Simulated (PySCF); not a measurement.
Match the calculated data to a structure.

All candidates are C11H12.

| technique | computed result |
| --- | --- |
| 1H NMR | chemical shifts (computed TMS as zero) by class: 7.68 (2 H), 7.55 (1 H), 7.52 (2 H), 6.97 (1 H), 6.19 (1 H), 5.92 (1 H), 5.50 (1 H), 5.42 (1 H), 3.12 (2 H) ppm [GIAO PBE0/pcSseg-1] |
| Rotational structure | rotational constants A, B, C: 2.656, 0.571, 0.494 GHz [GFN2-xTB] |
| 13C NMR | chemical shifts (computed TMS as zero) by class: 146.5 (1 C), 143.2 (1 C), 139.4 (1 C), 138.5 (1 C), 134.3 (2 C), 133.8 (2 C), 132.4 (1 C), 122.6 (1 C), 39.5 (1 C) ppm [GIAO PBE0/pcSseg-1] |
| Dipole | 0.25 D [PBE0/pcSseg-1] |

The electronic properties come from PySCF, for the isolated species, density fitting. Levels stand in brackets. One conformer (not necessarily the lowest) at the GFN2-xTB geometry, without solvent, vibrations or thermal averaging. NMR values are class means; diastereotopic atoms form classes of their own.

**Question.** Which candidate is it?
A. `C=Cc1cccc(C(=C)C)c1`
B. `C=C[C@@H](C)c1cccc2c1C2`
C. `C=CC/C=C\c1ccccc1`

**Answer.** C. It is `C=CC/C=C\c1ccccc1`. Numbering: `[CH2:1]=[CH:2][CH2:3]/[CH:4]=[CH:5]\[c:6]1[cH:7][cH:8][cH:9][cH:10][cH:11]1`. Its formula, C11H12, gives 6 degrees of unsaturation: 1 ring and 5 π bonds in the structure found (Kekulé form). 11 carbons fall into 9 classes; from least to most shielded: alkene CH carbon [C2] (146.5 ppm), substituted aromatic carbon [C6] (143.2 ppm), alkene CH carbon [C4] (139.4 ppm), alkene CH carbon [C5] (138.5 ppm), aromatic CH carbon [C7/C11] (134.3 ppm, 2 C), aromatic CH carbon [C8/C10] (133.8 ppm, 2 C), aromatic CH carbon [C9] (132.4 ppm), terminal =CH2 carbon [C1] (122.6 ppm), allylic carbon [C3] (39.5 ppm). Hydrogen classes from least to most shielded: 2 H on the meta carbons, C8/C10 (7.68 ppm), 1 H on the para carbon, C9 (7.55 ppm), 2 H on the ortho carbons, C7/C11 (7.52 ppm), 1 H on an alkene CH carbon, C5 (6.97 ppm), 1 H on an alkene CH carbon, C2 (6.19 ppm), 1 H on an alkene CH carbon, C4 (5.92 ppm), 1 H on a terminal =CH2 carbon, C1 (5.50 ppm), 1 H on a terminal =CH2 carbon, C1 (5.42 ppm), 2 H on an allylic carbon, C3 (3.12 ppm, a mean of values up to 1.1 ppm apart in this geometry). The optimised geometry has point group C1 and is an asymmetric top.

The others, at the same levels:
- `C=Cc1cccc(C(=C)C)c1` fails: it has 11 carbon classes against 9; its computed 13C shifts are 154.6 (1 C), 148.9 (1 C), 145.0 (1 C), 141.8 (1 C), 135.0 (1 C), 134.0 (1 C), 130.1 (1 C), 126.5 (1 C), 120.1 (1 C), 118.9 (1 C), 24.9 (1 C) ppm, 1H shifts are 8.19 (1 H), 7.58 (1 H), 7.40 (1 H), 7.28 (1 H), 6.88 (1 H), 6.33 (1 H), 5.62 (1 H), 5.58 (1 H), 5.45 (1 H), 2.29 (3 H) ppm and rotational constant A is 1.873 GHz (against 2.656 GHz).
- `C=C[C@@H](C)c1cccc2c1C2` fails: it has 11 carbon classes against 9; its computed 13C shifts are 152.1 (1 C), 139.8 (1 C), 135.2 (1 C), 133.5 (1 C), 133.4 (1 C), 127.6 (1 C), 119.5 (1 C), 116.2 (1 C), 49.0 (1 C), 28.6 (1 C), 22.2 (1 C) ppm, 1H shifts are 7.38 (1 H), 7.37 (1 H), 7.18 (1 H), 6.87 (1 H), 5.46 (1 H), 5.33 (1 H), 3.45 (1 H), 3.39 (1 H), 3.32 (1 H), 1.29 (3 H) ppm and rotational constant A is 1.936 GHz (against 2.656 GHz).

Each candidate is one conformer, not necessarily the lowest. The conformers computed, where there is a choice (atom-mapped SMILES and torsion angles):
- `[CH2:1]=[CH:2][CH2:3]/[CH:4]=[CH:5]\[c:6]1[cH:7][cH:8][cH:9][cH:10][cH:11]1`: C1–C2–C3–C4 -120°, C2–C3–C4–C5 -113°, C4–C5–C6–C7 48°
- `[CH2:1]=[CH:2][c:3]1[cH:4][cH:5][cH:6][c:7]([C:8](=[CH2:9])[CH3:10])[cH:11]1`: C1–C2–C3–C4 -172°, C6–C7–C8–C9 142°
- `[CH2:1]=[CH:2][C@@H:3]([CH3:4])[c:5]1[cH:6][cH:7][cH:8][c:9]2[c:10]1[CH2:11]2`: C1–C2–C3–C4 120°, C2–C3–C5–C6 153°
